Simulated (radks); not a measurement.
Ne, configuration [Ne].

All-electron calculation, non-relativistic Kohn-Sham, LDA (Slater exchange, Perdew-Wang correlation), spin-polarised, spherical densities, point nucleus. Program: a radial shooting solver on a logarithmic mesh with Libxc functionals.

Energy parts (Ry):
total: -256.45983
kinetic: 255.47346
electron-nucleus: -619.96796
Hartree: 131.44776
exchange-correlation: -23.41310

Orbitals (lengths in bohr, moments of r in powers of bohr; r(max) is where P^2 peaks):
| orbital | occ. | eigenvalue (Ry) | r(max) | <r^2> |
|---|---|---|---|---|
| 1s | 2 | -60.61154 | 0.1033 | 0.03407 |
| 2s | 2 | -2.64520 | 0.6846 | 0.9997 |
| 2p | 6 | -0.99569 | 0.6194 | 1.297 |

The highest occupied level is 2p at -13.547 eV. The density falls to 0.001 e/bohr^3 at r = 2.98 bohr. The electron density at the nucleus is 614.5 e/bohr^3. Summed over all electrons, <r^2> = 9.852 bohr^2, which gives a Langevin (diamagnetic) susceptibility term of -7.8 x 10^-6 cm^3/mol.
